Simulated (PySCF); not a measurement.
Some computed properties have been withheld. Give your best values.

C4H12BOPSi.
Numbering: `[BH3-:1][P@+:2]1([CH3:3])[C:4]([SiH3:5])=[C:6]1[O:7][CH3:8]` (hydrogens: H9, H10, H11 on B1; H12, H13, H14 on C3; H15, H16, H17 on Si5; H18, H19, H20 on C8)

Geometry (PBE0-D3(BJ)/def2-SVP, Å), atoms numbered from 1 in this order:
```xyz
20
C4H12BOPSi angstrom
B     -2.1753   -0.5295   -1.1021
P     -0.7139   -0.3565    0.1140
C     -0.6671   -1.5766    1.4706
C      0.2056    1.1441    0.5433
Si     0.1577    2.8130    1.3540
C      0.8938    0.3070   -0.2301
O      2.0458    0.2100   -0.8454
C      2.2178   -0.9256   -1.6819
H     -2.0701   -1.6899   -1.4857
H     -3.1623   -0.3573   -0.3981
H     -2.0062    0.3131   -1.9670
H     -0.6933   -2.5904    1.0438
H      0.2262   -1.4486    2.0961
H     -1.5726   -1.4467    2.0830
H      1.3990    3.0215    2.1583
H     -1.0316    2.8763    2.2504
H      0.0628    3.8856    0.3203
H      3.2324   -0.8597   -2.0916
H      2.1132   -1.8564   -1.1030
H      1.4838   -0.9189   -2.5018
```

```json
{"property": "point group", "level": "PBE0-D3(BJ)/def2-SVP", "value": "C1"}
{"property": "rotational constants A, B, C", "level": "PBE0-D3(BJ)/def2-SVP", "value": "?"}
{"property": "dipole moment", "level": "CAM-B3LYP/def2-SVPD", "value": "4.69 D"}
{"property": "HOMO energy", "level": "CAM-B3LYP/def2-SVPD", "value": "-8.57 eV"}
{"property": "LUMO energy", "level": "CAM-B3LYP/def2-SVPD", "value": "?"}
{"property": "lowest singlet excitation", "level": "TDDFT CAM-B3LYP/def2-SVPD", "value": "5.66 eV (219 nm, f = 0.120)"}
{"property": "strongest line among the 10 lowest singlet transitions", "level": "TDDFT CAM-B3LYP/def2-SVPD", "value": "S6 at 7.00 eV (177 nm, f = 0.137)"}
{"property": "lowest triplet excitation (Tamm–Dancoff)", "level": "TDA CAM-B3LYP/def2-SVPD", "value": "?"}
{"property": "static isotropic polarisability", "level": "CAM-B3LYP/def2-SVPD", "value": "?"}
{"property": "vertical ionisation energy", "level": "ΔSCF CAM-B3LYP/def2-SVPD", "value": "9.11 eV"}
{"property": "electronic spatial extent ⟨r²⟩ about the centre of nuclear charge", "level": "CAM-B3LYP/def2-SVPD", "value": "1707 bohr²"}
{"property": "13C chemical shifts (computed TMS as zero) by class", "level": "GIAO KT2/pcSseg-1", "value": "167.6 (C6), 81.5 (C4), 61.2 (C8), 21.9 (C3) ppm"}
{"property": "1H chemical shifts (computed TMS as zero) by class", "level": "GIAO KT2/pcSseg-1", "value": "?"}
{"property": "isotropic shieldings of nuclei other than C and H, by class", "level": "GIAO KT2/pcSseg-1", "value": "145 (B1), 198 (O7), 451 (Si5), 421 (P2) ppm"}
{"property": "core binding energies", "level": "ΔSCF SCAN, pcX-2 on the ionised atom, pcseg-1 elsewhere, spin-free X2C, 2p3/2 from a spin–orbit splitting computed afterwards within the 2p shell", "value": "Si2p3/2 106.9 (Si5), P2p3/2 137.1 (P2), B1s 193.1 (B1), C1s 290.0 (C4), C1s 290.8 (C3), C1s 292.3 (C6), C1s 293.0 (C8), O1s 539.7 (O7), Si1s 1846.6 (Si5), P1s 2150.8 (P2) eV"}
```

Gas-phase values; electronic properties from PySCF, density fitting. Geometry: PBE0-D3(BJ)/def2-SVP, one conformer, isolated molecule. NMR classes are plain means over equivalent atoms (diastereotopic ones count apart unless rotation or inversion swaps them), as if these changed places fast; in this geometry the members of some classes differ.

Q: What is the lowest triplet excitation (Tamm–Dancoff)?

A: 4.10 eV.

Q: Give the static isotropic polarisability.

A: 124.6 au.

Q: The rotational constants A, B, C?

A: 1.397, 1.083, 0.764 GHz.

Q: What are the 1H chemical shifts (computed TMS as zero) by class?

A: 4.40 (H15/H16/H17), 3.90 (H18/H19/H20), 1.33 (H12/H13/H14), 1.22 (H9/H10/H11) ppm.

Q: Give the LUMO energy.

A: 0.17 eV.

The polarisability is 18.46 Å³ as a volume (1 au = 0.148185 Å³), or 1.60 au for each of the 78 electrons. The 10 singlets span 5.66 to 7.49 eV, and their oscillator strengths add up to 0.49. In atomic units the dipole is 1.84 e·bohr (1 au = 2.5417 D).
